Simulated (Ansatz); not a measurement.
Consider the atomization: `C=N[SiH2]S` → C• + 5 H• + N• + S• + Si•.

Program: Ansatz. Geometries: PBE0-D4/def2-TZVP. ΔE: electronic, gas phase. CBS: MP2 limit from def2 TZ/QZ plus the TZ coupled-cluster correction, frozen cores. This one scheme is used for every species, atoms too. DFT in def2-TZVPP. No spin–orbit coupling; open shells (•) take unrestricted orbitals. Spin–orbit coupling would lower the free atoms: a little for C, S, Si. One conformer a species, not always the lowest.

| species | r2SCAN energy (Eh) |
| --- | --- |
| `C=N[SiH2]S` | -783.51754 |
| C• | -37.83292 |
| H• | -0.49993 |
| N• | -54.58101 |
| S• | -398.08371 |
| Si• | -289.34127 |

(1) Work out ΔE.

(2) What do rigid-rotor, harmonic-oscillator terms from PBE0-D4/def2-TZVP frequencies (298.15 K, 1 bar) make of the CCSD(T)/CBS value? (Best estimate.)

Largest T1 diagnostic among the species: 0.013.

Results:

(1) ΔE = 5 × (-0.49993) + (-37.83292) + (-54.58101) + (-398.08371) + (-289.34127) − (-783.51754) = 1.17898 Eh = +32.08 eV. CCSD(T)/CBS gives +32.17 eV.

(2) The calculation gave: ΔZPE = -1.56 eV, ΔH = +30.98 eV, ΔS = 896 J/(mol·K), ΔG = +28.22 eV. Open shells count their whole term as degenerate.

In def2-TZVPP, CCSD(T) changes the Hartree–Fock value by +8.51 eV (the triples alone add +0.54 eV) and MP2 by +8.85 eV; breaking electron pairs costs correlation energy, which Hartree–Fock lacks. The D4 term adds +0.32 eV with B3LYP and +0.17 eV with PBE0; it sums over pairs of atoms, weighted by their polarisabilities, and B3LYP, whose exchange is more repulsive, gets the larger term. From BLYP to BHLYP (50 % exact exchange), in def2-TZVPP and without D4, ΔE moves by −0.80 eV: exact exchange takes away binding that semilocal exchange gives to molecules.

B3LYP here is the variant with VWN-RPA as its local correlation; programs differ in this.

For atomizations the MP2-based limit and the directly extrapolated one differ by several kJ/mol either way, and by 10 to 25 for some Ge, Se and Sn compounds, so smaller differences from it don't rank the levels.
